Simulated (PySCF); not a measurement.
**C$_{8}$H$_{12}$O$_{2}$: full NMR table**

- Formula: C8H12O2
- SMILES: C=C1CCC[C@H](C(=O)O)C1
- Point group of the computed structure: C1
- Degrees of unsaturation: 3
- Carbon signals: 8
- Proton signals: 12

Mapped SMILES: `[CH2:1]=[C:2]1[CH2:3][CH2:4][CH2:5][C@H:6]([C:7](=[O:8])[OH:9])[CH2:10]1`; H(Xn) means a hydrogen on atom n. Ha(C1) is cis to C3; Ha(C3), Ha(C4), Ha(C5), Ha(C10) are cis to C7 on the ring; Hb(C1) is trans to C3; Hb(C3), Hb(C4), Hb(C5), Hb(C10) are trans to C7 on the ring.

Theoretical values (PySCF 2.14): GIAO PBE0/pcSseg-1 shieldings, PBE0-D3(BJ)/def2-SVP geometry. Single conformer, no solvent model, relativity neglected.

Scale: 1H (σref 31.27), 13C (σref 184.41) against TMS; 17O (σref 334.56) vs H2O (reference shieldings calculated alike).

| carbon | δC, type | δH (multiplicity) | HMBC from (2–3 bonds) | span of the C tensor (ppm) |
| --- | --- | --- | --- | --- |
| C1 | 116.6, CH2 | Hb(C1) 5.06 (m); Ha(C1) 5.07 (m) | Ha(C10), Hb(C10), Hb(C3), Ha(C3) | 172 |
| C2 | 155.8, C | – | Ha(C1), Hb(C1), Ha(C10), Hb(C10), Hb(C3), H(C6), Ha(C3), Ha(C4), Hb(C4) | 259 |
| C3 | 37.2, CH2 | Hb(C3) 2.12 (m); Ha(C3) 1.96 (m) | Ha(C1), Hb(C1), Ha(C10), Hb(C10), Hb(C5), Ha(C4), Hb(C4), Ha(C5) | 15 |
| C4 | 30.1, CH2 | Hb(C4) 1.29 (m); Ha(C4) 1.74 (m) | Hb(C3), H(C6), Hb(C5), Ha(C3), Ha(C5) | 8 |
| C5 | 32.8, CH2 | Ha(C5) 1.21 (m); Hb(C5) 2.01 (m) | Ha(C10), Hb(C10), Hb(C3), H(C6), Ha(C3), Ha(C4), Hb(C4) | 12 |
| C6 | 43.8, CH | 2.04 (m) | Ha(C10), Hb(C10), Hb(C5), Ha(C4), Hb(C4), Ha(C5) | 26 |
| C7 | 179.8, C | – | Ha(C10), Hb(C10), H(C6), Hb(C5), Ha(C5) | 175 |
| C10 | 38.3, CH2 | Ha(C10) 2.31 (m); Hb(C10) 2.14 (m) | Ha(C1), Hb(C1), Hb(C3), H(C6), Hb(C5), Ha(C3), Ha(C5) | 22 |

Other nuclei:
```csv
atoms,nucleus,environment,δ (ppm),σ (ppm)
H(O9),1H,hydrogen on an acid hydroxyl oxygen,5.60,25.67
O8,17O,carbonyl oxygen,427.0,-92.5
O9,17O,acid hydroxyl oxygen,211.4,123.2
```

1. Carbon types of the structure: 2 × C, 1 × CH, 5 × CH2, leaving 1 H on heteroatoms.
2. δC 179.8: carboxylic acid carbon; lone-pair donation from the attached heteroatom keeps it upfield of a ketone carbonyl.
3. δC 155.8: fully substituted alkene carbon; the olefinic region.
4. δC 116.6: terminal =CH2 carbon; an sp2 carbon of a C=C bond.
5. δC 32.8, 30.1: sp3 CH2 in a ring; saturated and bonded to C and H only.
6. δH 2.04: hydrogen on an sp3 CH α to a carbonyl; α to C=O.

OH and NH positions are those of a molecule without intermolecular hydrogen bonds; in solution they move with solvent, concentration and temperature, and exchange usually removes their couplings. Shifts are as computed. Against solution values, carbons near 30 ppm lie about +2 ppm off and those near 130 ppm about +5 ppm. Of 1211 compounds with measured shifts, 218 miss one by over three times the rms of a fit or turn the order of signals round; such compounds aren't used in these exercises. In solution the two oxygens of a carboxylic acid exchange roles by proton transfer and give one 17O line. Hydrogen bonding in solution shields acid and N–H amide carbonyl oxygens by tens of ppm. Hydrogen bonding in solution deshields acid and N–H amide carbonyl carbons by as much as 10 ppm beyond these values. Unscaled 17O shifts of doubly bonded oxygen tend to come out too high, by tens of ppm or more. Experimental scales use liquid or dissolved standards, which lie at an offset from isolated H2O (liquid H2O: subtract about 36 ppm). Multiplicities follow the n + 1 count of equivalent neighbours, as no J values were calculated; m marks all less simple cases, F and P coupling included.
